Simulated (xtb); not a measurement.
H$_{6}$BN, charge +1, doublet, at a GFN2-xTB geometry of the parent state (a state made from the parent by changing its charge; the spin is typed, not shown lowest); GFN2-xTB in xtb.

Input for xtb:
```
$ xtb mol.xyz --gfn 2 --chrg 1 --uhf 1 --json

# file mol.xyz
8

B     -0.91491923     0.11210003    -0.01661920
N      0.73087909    -0.08955061     0.01327617
H     -1.31399349    -0.64168266    -0.84737361
H     -1.09154966     1.25500958    -0.29974635
H     -1.29004994    -0.16052617     1.07999077
H      0.93390981    -1.05286399     0.25124010
H      1.12008257     0.53455889     0.70957279
H      1.10004319     0.13185843    -0.90352092
```

Output, abridged:

```
   ID    Z sym.   atoms
    1    5 B      1
    2    7 N      2
    3    1 H      3-8

           -------------------------------------------------
          |                Calculation Setup                |
           -------------------------------------------------

           -------------------------------------------------
          |                 G F N 2 - x T B                 |
           -------------------------------------------------

          ...................................................
          :                      SETUP                      :
          :.................................................:
          :  # basis functions                  14          :
          :  # atomic orbitals                  14          :
          :  # shells                           10          :
          :  # electrons                        13          :
          :  max. iterations                   250          :
          :  Hamiltonian                  GFN2-xTB          :
          :  restarted?                      false          :
          :  GBSA solvation                  false          :
          :  PC potential                    false          :
          :  electronic temp.          300.0000000     K    :
          :  accuracy                    1.0000000          :
          :  -> integral cutoff          0.2500000E+02      :
          :  -> integral neglect         0.1000000E-07      :
          :  -> SCF convergence          0.1000000E-05 Eh   :
          :  -> wf. convergence          0.1000000E-03 e    :
          :  Broyden damping             0.4000000          :
          :  net charge                          1          :
          :  unpaired electrons                  1          :
          ...................................................

 iter      E             dE          RMSdq      gap      omega  full diag
   1     -6.7078384 -0.670784E+01  0.748E+00   11.21       0.0  T
   2     -6.7750687 -0.672303E-01  0.432E+00   10.07       1.0  T
   3     -6.7911096 -0.160409E-01  0.216E+00    9.99       1.0  T
   4     -6.7973877 -0.627811E-02  0.672E-01    9.84       1.0  T
   5     -6.7972844  0.103338E-03  0.281E-01    9.89       1.0  T
   6     -6.7974346 -0.150177E-03  0.620E-02    9.93       1.0  T
   7     -6.7974666 -0.319813E-04  0.177E-02    9.93       2.0  T
   8     -6.7974690 -0.240296E-05  0.498E-03    9.93       7.1  T
   9     -6.7974691 -0.129494E-06  0.138E-03    9.93      25.6  T
[...]
         :: total energy              -6.709204349188 Eh    ::
[...]

     #   Z          covCN         q      C6AA      α(0)
     1   5 B        3.596     0.113    20.082     7.354
     2   7 N        3.383    -0.232    26.073     7.584
     3   1 H        0.931     0.115     1.657     2.013
     4   1 H        0.931     0.115     1.657     2.013
     5   1 H        0.931     0.115     1.657     2.013
     6   1 H        0.860     0.259     0.851     1.445
     7   1 H        0.860     0.259     0.851     1.445
     8   1 H        0.860     0.259     0.851     1.445

 Mol. C6AA /au·bohr⁶  :        261.984916
 Mol. C8AA /au·bohr⁸  :       5650.272332
 Mol. α(0) /au        :         25.310785

Wiberg/Mayer (AO) data.
largest (>0.10) Wiberg bond orders for each atom

 ---------------------------------------------------------------------------
     #   Z sym  total        # sym  WBO       # sym  WBO       # sym  WBO
 ---------------------------------------------------------------------------
     1   5 B    3.050 --     2 N    0.795     3 H    0.748     4 H    0.748
                             5 H    0.748
     2   7 N    3.560 --     7 H    0.919     6 H    0.919     8 H    0.919
                             1 B    0.795
     3   1 H    0.782 --     1 B    0.748
     4   1 H    0.782 --     1 B    0.748
     5   1 H    0.782 --     1 B    0.748
     6   1 H    0.928 --     2 N    0.919
     7   1 H    0.928 --     2 N    0.919
     8   1 H    0.928 --     2 N    0.919
 ---------------------------------------------------------------------------

Topologies differ in total number of bonds
Writing topology from bond orders to xtbtopo.mol

molecular dipole:
                 x           y           z       tot (Debye)
 q only:        0.226      -0.028       0.004
   full:        0.631      -0.077       0.011       1.616
molecular quadrupole (traceless):
                xx          xy          yy          xz          yz          zz
 q only:        2.745      -0.508      -1.342       0.075      -0.009      -1.403
  q+dip:        1.006      -0.186      -0.492       0.028      -0.003      -0.514
   full:        1.814      -0.336      -0.887       0.050      -0.006      -0.927

           -------------------------------------------------
          | TOTAL ENERGY               -6.709204349188 Eh   |
          | GRADIENT NORM               0.051487196012 Eh/α |
          | HOMO-LUMO GAP               9.925830879208 eV   |
           -------------------------------------------------

normal termination of xtb
```
